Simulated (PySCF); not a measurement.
This PySCF input asks for the NMR shieldings of `B(OBCC)SC`, C3H10B2OS; the geometry comes from GFN2-xTB.

```python
import basis_set_exchange as bse
import numpy as np
from pyscf import gto, dft
from pyscf.prop import nmr

atoms = """
C    -2.536507    1.160397    0.032649
C    -1.529487    0.050823   -0.268552
B    -0.452186   -0.216057    0.885806
O     0.464526   -1.134287    0.724895
B     1.422845   -1.971553    0.455106
S     2.937501   -1.408366   -0.361648
C     2.601654    0.374677   -0.581963
H    -3.110702    0.920376    0.924010
H    -2.024333    2.104347    0.203716
H    -3.229744    1.292507   -0.795942
H    -1.014217    0.288853   -1.204385
H    -2.074813   -0.876640   -0.467530
H    -0.462820    0.392722    1.898400
H     1.360764   -3.110477    0.729183
H     1.708064    0.505410   -1.184371
H     3.460934    0.798061   -1.089968
H     2.471524    0.841237    0.389608
"""
names = dict.fromkeys(["C", "B", "O", "S", "H"], "pcSseg-1")
basis = {el: gto.basis.parse(bse.get_basis(n, elements=[el], fmt="nwchem")) for el, n in names.items()}
mol = gto.M(atom=atoms, basis=basis, charge=0, verbose=0)
mf = dft.RKS(mol, xc="PBE0")
mf.grids.level = 2
mf.grids.alignment = dft.numint.BLKSIZE   # the property module wants whole blocks of grid points
mf.conv_tol = 1e-9
mf.kernel()

calc = nmr.RKS(mf)   # GIAO
C = mf.mo_coeff
Co = C[:, mf.mo_occ > 0]
resp = mf.gen_response(singlet=True, hermi=2)
def vind(x):   # induced exchange potential for any number of trial vectors
    d = np.einsum("pi,xij,qj->xpq", C, 2 * x.reshape(-1, C.shape[1], Co.shape[1]), Co, optimize=True)
    return np.einsum("xpq,pi,qj->xij", resp(d - d.transpose(0, 2, 1)), C, Co, optimize=True).ravel()
mo1, _ = nmr.rhf.solve_mo1(calc, with_cphf=vind)
sigma = calc.kernel(mo1)
for i, s in enumerate(sigma):   # ppm
    print("%2d %-2s %9.2f" % (i, mol.atom_pure_symbol(i), np.trace(s) / 3))
```

Q: Give the expected output.

A: 
```
 0 C     175.16
 1 C     166.95
 2 B      52.94
 3 O      42.61
 4 B      63.50
 5 S     541.10
 6 C     173.84
 7 H      30.46
 8 H      30.49
 9 H      30.50
10 H      30.89
11 H      30.74
12 H      26.03
13 H      26.03
14 H      29.78
15 H      29.87
16 H      29.69
```

These numbers come from an equivalent density-fitted implementation of the same equations, which agrees with the script to about 0.01 ppm for H and up to a few tenths of a ppm for heavy atoms, so last digits may differ.

Size and cost of the density-fitted run: 176 basis functions, 45 s wall time on 1 thread of an Arm Neoverse N1, shared host; peak memory 0.8 GiB.
